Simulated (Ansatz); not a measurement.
Counterpoise correction, worked out

The pair of Cl⁻ (SMILES [Cl-], atom 1) and AlF₃ (SMILES F[Al](F)F, atoms 2–5), both closed shells, in one local arrangement (a lower one may exist), relaxed at PBE0-D4/def2-TZVPD:

```xyz
5
angstrom
Cl -0.3949 0.1587 -2.0235
F 1.4320 -0.8996 0.3167
Al 0.0211 -0.0085 0.1079
F -1.2704 -0.7865 0.8530
F 0.2124 1.5359 0.7458
```

Ansatz 0.2.0; basis: def2-TZVPPD; cores frozen in the correlated methods.

MP2 total energies in eV:

| system | geometry | basis functions | energy |
| --- | --- | --- | --- |
| pair | pair | all | -27247.70339 |
| Cl⁻ | as in the pair | all (partner as ghosts) | -12511.01166 |
| AlF₃ | as in the pair | all (partner as ghosts) | -14732.67232 |
| Cl⁻ | as in the pair | its own | -12510.93813 |
| AlF₃ | as in the pair | its own | -14732.64973 |
| Cl⁻ | free (PBE0-D4 minimum) | its own | -12510.93813 |
| AlF₃ | free (PBE0-D4 minimum) | its own | -14733.60987 |

(1) Work out the interaction energy with and without the counterpoise correction, the superposition error, and the binding energy from the relaxed fragments.

The T1 diagnostic stays at or below 0.016.

Answers

(1) Without correction: -27247.70339 − (-12510.93813) − (-14732.64973) = -4.11553 eV.
With correction (each fragment in the whole basis): -27247.70339 − (-12511.01166) − (-14732.67232) = -4.01941 eV = -92.69 kcal/mol.
The superposition error is the difference, 0.09612 eV, 2 % of the uncorrected value: each fragment borrows its partner's functions.
Deformation from the free shapes: 0.00000 eV for Cl⁻ and 0.96014 eV for AlF₃.
Binding energy from relaxed fragments: -4.01941 + 0.00000 + 0.96014 = -3.05927 eV = -70.55 kcal/mol (electronic, without zero-point energy; negative means bound). The deformation is large: the pair is on the way to a chemical bond or a shared proton. For comparison, the corrected interaction energy by CCSD(T) at an estimated basis limit (MP2 extrapolated from triple and quadruple zeta, plus CCSD(T) − MP2 in triple zeta) is -4.145 eV.

For scale, one of the runs: CCSD(T)/def2-TZVPPD, 219 basis functions, launched by `ansatz run in.yaml --threads 4 --pin off --events-out ev --progress --plain --max-ram 9574MiB`. The run took 96 s on 4 CPU threads of an Arm Neoverse V1 (shared host), with 3.4 GiB of host memory at its peak.
